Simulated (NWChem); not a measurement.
System: MgHSeI; SMILES [SeH][Mg][I]

```xyz
4

Mg     0.0016     0.5104     0.0000
I      0.0091    -2.0602     0.0000
Se     0.0282     2.9453     0.0000
H     -1.4594     2.9231     0.0000
```
Atoms are numbered in this order, from 1.

All runs: NWChem. Medium grid unless said otherwise, to which SCAN and Minnesota functionals are sensitive. All runs use the structure optimised with PBE-D3(BJ)/def2-SVP. def2 effective core potentials on I; no spin-orbit coupling.

Problem. Order these by “orbital gap (eV)”, lowest first: B3LYP/def2-SVP; B97-D/def2-SVP; B97-2/def2-SVP; r2SCAN/def2-SVP; TPSS/def2-SVP.

Solution. B97-D/def2-SVP (3.50), TPSS/def2-SVP (3.79), r2SCAN/def2-SVP (4.12), B3LYP/def2-SVP (4.78), B97-2/def2-SVP (5.03)
